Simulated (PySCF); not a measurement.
**Relaxation of quintet Sc₂Se**

Level of theory: UB3LYP in PySCF with Se def2-SVP, Sc def2-SVP; no relativity; density-fitted integrals. A (50,194) grid was used.

A hand-made bent start, of C2v symmetry, held to at least that symmetry:

Coordinates in bohr (charge 0 multiplicity 5):
```
Se    0.0000    0.0000   -1.5149
Sc    4.0867    0.0000    1.3465
Sc   -4.0867    0.0000    1.3465
```

Optimiser trace:
```csv
step,E − E(last) (kJ/mol),largest gradient (Eh/bohr)
0,12.73,0.01774
1,6.43,0.01128
2,2.28,0.00374
3,2.03,0.00104
4,1.85,0.00151
5,0.98,0.00599
6,0.51,0.00258
7,0.06,0.00050
8,0.00,0.00018
9,0.00,0.00002
```

It ends at C2v with Se–Sc 2.524 Å (×2); Sc–Se–Sc 101.3° (after a last refinement on a finer grid). A frequency run shows a minimum. Other isomers or separated fragments may lie lower.

With open d or f shells other occupations or spin states may lie lower. At this level a triplet minimum of C2v symmetry lies 56 kJ/mol below this structure.

The relaxation took of the order of 2.4 core-minutes on a shared host.
